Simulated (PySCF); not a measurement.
**Peak assignment**

Molfile (atoms numbered from 1):
```
C5H9NOSi
     RDKit          3D

 17 16  0  0  0  0  0  0  0  0999 V2000
   -2.9057    0.3362    0.3232 C   0  0  0  0  0  0  0  0  0  0  0  0
   -2.3532   -0.9207    0.0222 O   0  0  0  0  0  0  0  0  0  0  0  0
   -0.9968   -1.0067   -0.0757 C   0  0  0  0  0  0  0  0  0  0  0  0
   -0.5658   -2.3262   -0.3880 C   0  0  0  0  0  0  0  0  0  0  0  0
   -0.1967   -3.3824   -0.6335 N   0  0  0  0  0  0  0  0  0  0  0  0
   -0.0872   -0.0361    0.0849 C   0  0  0  0  0  0  0  0  0  0  0  0
    1.7666   -0.3038   -0.1022 Si  0  0  0  0  0  4  0  0  0  0  0  0
    2.5377    1.4309   -0.1106 C   0  0  0  0  0  0  0  0  0  0  0  0
   -3.9843    0.1909    0.3284 H   0  0  0  0  0  0  0  0  0  0  0  0
   -2.5792    0.6909    1.3066 H   0  0  0  0  0  0  0  0  0  0  0  0
   -2.6416    1.0802   -0.4358 H   0  0  0  0  0  0  0  0  0  0  0  0
   -0.4384    0.9561    0.3315 H   0  0  0  0  0  0  0  0  0  0  0  0
    2.2721   -1.0747    1.0394 H   0  0  0  0  0  0  0  0  0  0  0  0
    2.0599   -0.9944   -1.3608 H   0  0  0  0  0  0  0  0  0  0  0  0
    2.1639    2.0300   -0.9365 H   0  0  0  0  0  0  0  0  0  0  0  0
    3.6164    1.3738   -0.2128 H   0  0  0  0  0  0  0  0  0  0  0  0
    2.3253    1.9680    0.8097 H   0  0  0  0  0  0  0  0  0  0  0  0
  1  2  1  0
  2  3  1  0
  3  4  1  0
  4  5  3  0
  3  6  2  0
  6  7  1  0
  7  8  1  0
  1  9  1  0
  1 10  1  0
  1 11  1  0
  6 12  1  0
  7 13  1  0
  7 14  1  0
  8 15  1  0
  8 16  1  0
  8 17  1  0
M  END
```

Theoretical values (PySCF): NMR shieldings at PBE0/pcSseg-1/GIAO, GFN2-xTB structure. One conformer, fast rotation and ring inversion assumed for equivalent nuclei, no solvent model, no relativistic terms.

Referencing at the same level of theory: TMS for 13C and 1H.

Problem. Assign these signals to the numbered atoms. 13C{1H} NMR (computed): δ 151.3 (C), 119.4 (C), 110.4 (CH), 55.7 (CH3), -6.6 (CH3).

Solution. 
| δ (ppm) | atoms | environment | reason |
| --- | --- | --- | --- |
| 151.3 | C3 | alkene carbon bearing oxygen | an sp2 carbon further deshielded by the attached heteroatom |
| 119.4 | C4 | nitrile carbon | C≡N carbons fall here, among the sp2 signals but without a proton |
| 110.4 | C6 | β carbon of an enol-ether or enamine type C=C | the O or N lone pair pushes π density onto this β carbon and shields it |
| 55.7 | C1 | methyl carbon bonded to O | the inductive effect lowers its shielding |
| -6.6 | C8 | methyl carbon bonded to Si | an electropositive neighbour leaves it electron-rich and shielded |

Problem. Assign these signals to the numbered atoms. 1H NMR (500 MHz, computed): δ 4.94 (t, 1H), 4.64 (m, 2H), 3.76 (s, 3H), 0.27 (t, 3H).

Solution. 
| δ (ppm) | atoms | environment | reason |
| --- | --- | --- | --- |
| 4.94 | H12 | hydrogen on a β carbon of an enol-ether or enamine type C=C | lone-pair donation from O or N shields it, upfield of ordinary alkene protons |
| 4.64 | H13/H14 | hydrogen on a silicon bonded to 2 C | – |
| 3.76 | H9/H10/H11 | hydrogen on a methyl carbon bonded to O | its carbon carries O, an electronegative neighbour |
| 0.27 | H15/H16/H17 | hydrogen on a methyl carbon bonded to Si | an electropositive neighbour shields it, as in TMS itself |

Shifts are as computed. Against solution values, carbons near 30 ppm lie about +3 ppm off and those near 130 ppm about +5 ppm. Of 1309 compounds with measured shifts, 239 miss one by over three times the rms of a fit or turn the order of signals round; such compounds aren't used in these exercises. Multiplicities follow the n + 1 count of equivalent neighbours, as no J values were calculated; m marks all less simple cases, F and P coupling included.
